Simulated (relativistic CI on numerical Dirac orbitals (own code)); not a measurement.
## Sensitivity of the levels of Hg¹²⁺ to α and to the nuclear radius

Computed by Dirac-Coulomb-Breit CI, separate exchange-only KLI orbitals for each configuration, derivatives by finite differences, unscaled Slater integrals, QED left out (own radial code, finite nucleus).

Configuration list (outside the closed core [Kr] 4d10): 4f¹⁴5s²5p⁶, 4f¹⁴5s²5p⁵5d, 4f¹⁴5s5p⁶5d, 4f¹⁴5s²5p⁵5f, 4f¹⁴5s²5p⁵6s, 4f¹³5s²5p⁶5d, 4f¹⁴5p⁶5d², 4f¹⁴5p⁵5d³, 4f¹⁴5p⁵5d²5f, 4f¹⁴5p⁵5d²6s, 4f¹³5p⁶5d³. Double excitations out of closed p, d and f shells are left out; levels of such configurations are missing from the list, as are those of other unlisted configurations, and high levels can miss mixing partners.

With x = (α/α₀)² − 1 an excitation energy changes as ω = ω₀ + qx; K = 2q/ω₀ is the relative enhancement. Terms are leading LS components, so labels can repeat. The field-shift factor is F = δν/δ⟨r²⟩ for the transition from the lowest level.

Lowest level 4f¹⁴5s²5p⁶ ¹S0.

| Level | ω₀ (cm⁻¹) | q (cm⁻¹) | F (GHz/fm²) |
| --- | --- | --- | --- |
| 4f¹⁴5s²5p⁵5d ³P°0 | 468687 | 13660 | 12.7 |
| 4f¹⁴5s²5p⁵5d ³P°1 | 480400 | 18450 | 12.8 |
| 4f¹⁴5s²5p⁵5d ³F°3 | 495491 | 15290 | 12.7 |
| 4f¹⁴5s²5p⁵5d ³D°2 | 498398 | 18070 | 12.8 |
| 4f¹⁴5s²5p⁵5d ³F°4 | 509844 | 39780 | 14.6 |
| 4f¹⁴5s²5p⁵5d ¹D°2 | 517727 | 39440 | 14.2 |
| 4f¹⁴5s²5p⁵5d ³D°3 | 536351 | 39200 | 15 |
| 4f¹⁴5s²5p⁵5d ³D°1 | 583840 | 69670 | 6.84 |
| 4f¹⁴5s²5p⁵5d ³F°2 | 665711 | 240400 | -36.3 |
| 4f¹⁴5s²5p⁵5d ³D°2 | 693868 | 265100 | -33.8 |
| 4f¹⁴5s²5p⁵5d ³F°3 | 701887 | 265700 | -34.2 |
| 4f¹⁴5s²5p⁵5d ¹P°1 | 745111 | 194700 | -22.5 |
| 4f¹⁴5s²5p⁵6s ³P°2 | 867950 | -90730 | 262 |

At this charge energies of transitions that change n are usually good to better than 1 %, and those within a shell (Δn = 0) to a few per cent. Levels and lines within the n = 5 or 6 shells can be off by up to 10 % or somewhat more, and those that change n by about 2 %, since core polarisation is missing.

Q: Which transition from the lowest level has the largest |K|?

A: 4f¹⁴5s²5p⁵5d ³D°2 at 693868 cm⁻¹, K = 0.764.
